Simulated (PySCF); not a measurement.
Species: difluorogermane, F2GeH2.
InChI=1S/F2GeH2/c1-3-2/h3H2

The closed-shell ground state was solved at several levels (PySCF, density fitting, gas phase). Isolated species at its PBE0-D3(BJ)/def2-SVP geometry, gas phase. Relativistic effects, spin–orbit coupling among them, are left out although an element past zinc is present.

```json
{"level": "PBE0/def2-TZVPD", "basis functions": "152", "HOMO (eV)": "-10.09", "LUMO (eV)": "-0.33", "gap (eV)": "9.76", "dipole (D)": "2.67"}
{"level": "LC-wPBE/pcSseg-2", "basis functions": "163", "HOMO (eV)": "-12.86", "LUMO (eV)": "1.90", "gap (eV)": "14.76", "dipole (D)": "2.76"}
{"level": "CAM-B3LYP/pcSseg-2", "basis functions": "163", "HOMO (eV)": "-11.55", "LUMO (eV)": "0.63", "gap (eV)": "12.18", "dipole (D)": "2.78"}
{"level": "PBE0/aug-cc-pVDZ", "basis functions": "100", "HOMO (eV)": "-10.09", "LUMO (eV)": "-0.49", "gap (eV)": "9.60", "dipole (D)": "2.70"}
{"level": "mPW1PW91/pcSseg-2", "basis functions": "163", "HOMO (eV)": "-10.14", "LUMO (eV)": "-0.25", "gap (eV)": "9.89", "dipole (D)": "2.70"}
{"level": "KT2/pcSseg-2", "basis functions": "163", "HOMO (eV)": "-8.64", "LUMO (eV)": "-1.21", "gap (eV)": "7.43", "dipole (D)": "2.54"}
{"level": "B97-D/pcSseg-2", "basis functions": "163", "HOMO (eV)": "-8.58", "LUMO (eV)": "-0.97", "gap (eV)": "7.61", "dipole (D)": "2.54"}
{"level": "OPBE/pcSseg-2", "basis functions": "163", "HOMO (eV)": "-8.48", "LUMO (eV)": "-0.80", "gap (eV)": "7.68", "dipole (D)": "2.48"}
{"level": "wB97X-D/pcSseg-2", "basis functions": "163", "HOMO (eV)": "-12.01", "LUMO (eV)": "1.54", "gap (eV)": "13.55", "dipole (D)": "2.72"}
{"level": "PBE0/6-31G", "basis functions": "49", "HOMO (eV)": "-10.01", "LUMO (eV)": "0.03", "gap (eV)": "10.04", "dipole (D)": "3.21"}
```

(1) Estimate the row for PBE0/cc-pVDZ, a basis of 65 functions; the other rows only guide the guess.

(2) Over all these levels, which gives the widest orbital gap and which the narrowest?

(3) How much does the basis alone move the frontier levels among the 4 PBE0 rows (the withheld one included)?

(4) How far do the dipole and the HOMO energy spread over the levels?

## Answers

(1) HOMO -9.86 eV, LUMO 0.31 eV, gap 10.17 eV, dipole 2.58 D.

(2) LC-wPBE/pcSseg-2 (range-separated hybrid) has the widest, 14.76 eV, and KT2/pcSseg-2 (GGA) the narrowest, 7.43 eV. The two share the basis. From the narrowest to the widest the HOMO moves by -4.22 eV and the LUMO by +3.11 eV.

(3) The HOMO by 0.23 eV and the LUMO by 0.80 eV. By rising basis size (HOMO, LUMO in eV): 6-31G -10.01, 0.03; cc-pVDZ -9.86, 0.31; aug-cc-pVDZ -10.09, -0.49; def2-TZVPD -10.09, -0.33.

(4) The dipole runs from 2.48 to 3.21 D (mean 2.70 D) and the HOMO from -12.86 to -8.48 eV.
